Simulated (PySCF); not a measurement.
**UHF on Sc (scandium, neutral)**

Configuration: [Ar] 3d1 4s1 4p1, one real determinant (an excited configuration). Computed with PySCF 2.14 in aug-cc-pwCVTZ-DK, with scalar relativity by spin-free X2C-1e.

```json
{"Total energy": "-763.250855 hartree", "One-electron energy": "-1044.2021 hartree", "Hartree (Coulomb) energy": "319.3407 hartree", "Exchange energy": "-38.3894 hartree", "⟨S²⟩": "3.7519", "⟨L²⟩": "8.170", "Sum of ⟨r⟩": "21.99 bohr", "Sum of ⟨r²⟩": "58.52 bohr²", "Traceless quadrupole moment −½Σ⟨3z² − r²⟩ along its main axis": "-11.9 e·bohr²", "Langevin diamagnetic susceptibility": "-46.3 ×10⁻⁶ cm³/mol"}
```

```
shell  electrons  mean orbital energy (hartree)  spread (hartree)  rms radius, mean of both spins (bohr)
 1s α          1                     -166.85058                 0                                 0.0844
 1s β          1                     -166.84782                 0                                 0.0844
 2s α          1                      -19.29893                 0                                  0.370
 2s β          1                      -19.28213                 0                                  0.370
 2p α          3                      -15.72298           0.00423                                  0.340
 2p β          3                      -15.70798           0.01531                                  0.340
 3s α          1                       -2.65406                 0                                   1.15
 3s β          1                       -2.58659                 0                                   1.15
 3p α          3                       -1.64575           0.04059                                   1.27
 3p β          3                       -1.56902           0.04488                                   1.27
 3d α          1                       -0.38520                 0                                   1.90
 4s α          1                       -0.28718                 0                                   4.04
 4p α          1                       -0.16986                 0                                   5.03
```

⟨L²⟩ = 8.17 against 12 for a pure F term, so this real determinant mixes terms.

Densities and radii are taken from the X2C orbitals without a picture-change correction, which distorts them close to the nucleus.

Spin-orbit constants ζ (cm⁻¹) from the X2C one-electron operator on these orbitals: bare nucleus, nucleus screened by l(l+1)(2l+1)/3 electrons, and screened by the Breit-Pauli mean field of the electrons.

| shell | bare | screened nucleus | mean field |
| --- | --- | --- | --- |
| 2p | 26920 | 24360 | n/a |
| 3p | 2765 | 2502 | n/a |
| 3d | 172.7 | 90.45 | n/a |
| 4p | 125.2 | 113.3 | n/a |

To first order the Landé constant is A = 32.69 cm⁻¹, so the lowest level has J = 3/2 and lies 0.0243 eV below the centre of the term. This holds in LS coupling only.
